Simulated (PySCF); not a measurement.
PPb: one state, many levels of theory

State: doublet, unpaired electrons π ↑, a mixture of terms (⟨Lz²⟩ = 1.5). Set-up: PySCF, spin-free X2C with a Gaussian nucleus, basis sets P x2c-TZVPPall, Pb x2c-TZVPPall. De refers to P + Pb in their high-spin ground configurations, without counterpoise correction. The functionals are run spin-unrestricted. A positive dipole means P(−)Pb(+). Levels whose curve was spin-contaminated or gave no clean fit are not listed.

| Level | Re (Å) | ωe (cm⁻¹) | De (eV) | μ (D) | CPU s a point (SCF and correlation, without the integrals) |
| --- | --- | --- | --- | --- | --- |
| PBE | 2.432 | 365 | 3.03 | 2.62 | 4.9 |
| PBEsol | 2.412 | 375 | 3.25 | 2.50 | 3.1 |
| TPSS | 2.427 | 368 | 2.91 | 2.80 | 5.4 |
| r²SCAN | 2.407 | 378 | 2.71 | 2.74 | 5.4 |
| PBE0 | 2.401 | 385 | 2.63 | 2.82 | 9.4 |
| M06 | 2.427 | 377 | 3.29 | 2.81 | 8 |
| ωB97M-V | 2.374 | 408 | 2.61 | 2.69 | 35 |

Problem. What does a quarter of exact exchange do here, going from PBE to PBE0?

Solution. PBE0 less PBE: -3.1 pm in Re, +5.5 % in ωe, -0.40 eV in De. Exact exchange removes part of the self-interaction that spreads semilocal densities, and in most molecules shortens and stiffens the bond and lowers De; so it does here.

Problem. What does the step from GGA to meta-GGA do here, going from PBE to r²SCAN?

Solution. r²SCAN less PBE: -2.5 pm in Re, +3.6 % in ωe, -0.32 eV in De. 

These are scalar-relativistic numbers at best; spin–orbit coupling would shift them, the dissociation energy most. The state is the lowest determinant that a PBE0 search found; another state may lie lower at other levels.

The whole job (state search and all levels along the bond) took about 27 min on 2 threads of Intel Xeon Platinum 8488C (shared host), peak memory 5.4 GiB.
